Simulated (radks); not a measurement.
Results of a calculation; reference values are marked as such.
Task: The mean radii <r> (bohr) of the occupied orbitals of an atom or ion are listed with their occupations. Code: a radial shooting solver on a logarithmic mesh with Libxc functionals. Model: Dirac Kohn-Sham, PBE, spin-unpolarised, spherical densities, finite nucleus; Fermi nuclear charge, rms radius of each element as measured or else 0.836 A^(1/3) + 0.57 fm.

| orbital | occ. | <r> |
|---|---|---|
| 1s1/2 | 2 | 0.02191 |
| 2s1/2 | 2 | 0.09275 |
| 2p1/2 | 2 | 0.07746 |
| 2p3/2 | 4 | 0.08430 |
| 3s1/2 | 2 | 0.2440 |
| 3p1/2 | 2 | 0.2336 |
| 3p3/2 | 4 | 0.2467 |
| 3d3/2 | 4 | 0.2187 |
| 3d5/2 | 6 | 0.2228 |
| 4s1/2 | 2 | 0.5529 |
| 4p1/2 | 2 | 0.5648 |
| 4p3/2 | 4 | 0.5943 |
| 4d3/2 | 4 | 0.6302 |
| 4d5/2 | 6 | 0.6406 |
| 5s1/2 | 2 | 1.334 |
| 5p1/2 | 2 | 1.497 |
| 5p3/2 | 4 | 1.593 |
| 4f5/2 | 6 | 0.8623 |
| 4f7/2 | 1 | 0.8754 |
| 6s1/2 | 2 | 4.001 |
| 5d3/2 | 1 | 2.803 |

Name the element and its charge. Open shells, if any, fill j = l - 1/2 first.

Result: Z = 64, gadolinium, charge 0: Gd in [Xe] 4f7 5d1 6s2. The 1s radius gives Z: for a bare nucleus <r> = (2 gamma + 1)/(2Z) with gamma = sqrt(1 - (Z/c)^2), 0.02163 bohr for Z = 64, and screening makes it slightly larger (0.02191 here). The occupations add up to 64, and the charge is Z minus that.
